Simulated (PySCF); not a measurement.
## Spinor energies of Ho⁺ (holmium, charge +1)

Start: [Xe] 4f11 6p1; 4f5/2 filled at m_j = -1/2, +1/2, +3/2, +5/2; 4f7/2 filled at m_j = -5/2, -3/2, -1/2, +1/2, +3/2, +5/2, +7/2; 6p3/2 filled at m_j = +3/2. Calculated with PySCF 2.14 in x2c-SVPall-2c with one added diffuse shell each of s, p, d, f type (8s11p10d4f1g, 128 functions): generalised Hartree-Fock with the X2C-1e Hamiltonian and a Gaussian nucleus; spin-orbit coupling (SO) screened by Boettger's factors. This is a chosen level, not necessarily the ground level.

```csv
spinor shell,electrons,"ε, screened SO (eV)",weight of nominal j (screened SO),"rms radius, screened SO (bohr)"
1s1/2,2,-55891.5,1.000,0.0236
2s1/2,2,-9479.6,1.000,0.0953
2p1/2,2,-9005.6,1.000,0.0814
2p3/2,4,-8143.1,1.000,0.0881
3s1/2,2,-2175.8,1.000,0.245
3p1/2,2,-1968.3,1.000,0.236
3p3/2,4,-1783.8,1.000,0.250
3d3/2,4,-1432.0,0.999,0.223
3d5/2,6,-1391.2,1.000,0.227
4s1/2,2,-461.07,1.000,0.552
4p1/2,2,-377.85,0.997,0.566
4p3/2,4,-334.70,0.999,0.597
4d3/2,4,-197.98,0.952,0.640
4d5/2,6,-186.01,0.968,0.650
5s1/2,2,-68.876,1.000,1.38
5p1/2,2,-43.775,0.991,1.56
5p3/2,4,-38.033,0.995,1.67
4f7/2,7,-21.120,0.541,0.934
4f5/2,4,-21.806,0.628,0.923
6p3/2,1,-7.640,1.000,5.38
```

```
   quantity   screened SO
E (hartree)  -12616.24353
        M_J             9
       ⟨J²⟩        90.011
       ⟨L²⟩        56.437
       ⟨S²⟩         6.003
```

Each row is a mean over spinors that exchange with the open shell spreads, by up to 14.216 eV (4d5/2).

Rows whose weight is well below 1 are mixtures of j = l ± 1/2: exchange outweighs spin-orbit coupling there, and the label is only the starting occupation.

Breit and QED terms are absent; they matter most for the inner s and p1/2 levels.

Densities and radii are taken from the X2C orbitals without a picture-change correction, which distorts them close to the nucleus.
